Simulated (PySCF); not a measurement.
# Stretching SnTe⁺

Set-up: basis Sn def2-SVP with ECP28, Te def2-SVP with ECP28; scalar-relativistic core potentials; PySCF 2.14. Energies in eV from Sn⁺ + Te in their ground configurations at the same level. State: ²Π (doublet), unpaired electrons π ↑.

```
R (Å)    PBE0  LC-ωPBE     M06    BLYP
2.324  -1.694   -1.453  -1.956  -1.616
2.432  -2.359   -2.052  -2.670  -2.357
2.540  -2.716   -2.344  -3.064  -2.787
2.621  -2.838   -2.419  -3.209  -2.963
2.702  -2.869   -2.404  -3.260  -3.046
2.783  -2.832   -2.322  -3.239  -3.059
2.891  -2.707   -2.139  -3.131  -2.997
3.026  -2.474   -1.834  -2.913  -2.834
3.188  -2.150   -1.414  -2.590  -2.572
3.405  -1.739   -0.896  -2.142  -2.192
```

Q: Put a parabola through the three lowest points of the PBE0 curve and estimate Re, k and ωe (reduced mass 62.35 u; 1 eV/Å² = 0.16022 mdyn/Å; ωe = 1302.8·√(k/μ) cm⁻¹).

A: Through R = 2.621, 2.702, 2.783 Å the second-order coefficient is 5.18 eV/Å², so Re ≈ 2.698 Å, k ≈ 1.66 mdyn/Å and ωe ≈ 213 cm⁻¹. A polynomial fit of higher order to the unrounded PBE0 energies gives Re = 2.694 Å, k = 1.71 mdyn/Å, ωe = 216 cm⁻¹; anharmonicity and rounding make the difference.

The higher-order fit for each curve: PBE0: Re = 2.694 Å, ωe = 216 cm⁻¹, De = 2.87 eV; LC-ωPBE: Re = 2.646 Å, ωe = 233 cm⁻¹, De = 2.42 eV; M06: Re = 2.715 Å, ωe = 212 cm⁻¹, De = 3.26 eV; BLYP: Re = 2.759 Å, ωe = 195 cm⁻¹, De = 3.06 eV.

⟨S²⟩ of the unrestricted solution departs from its pure value on part of the curve, where spin states mix. These are scalar-relativistic numbers at best; spin–orbit coupling would shift them, the dissociation energy most. For an ion De counts to the pair picked by the measured ionisation energies or electron affinities, which need not be the lowest pair at this level. The state is the lowest determinant that a PBE0 search found; another state may lie lower at other levels.
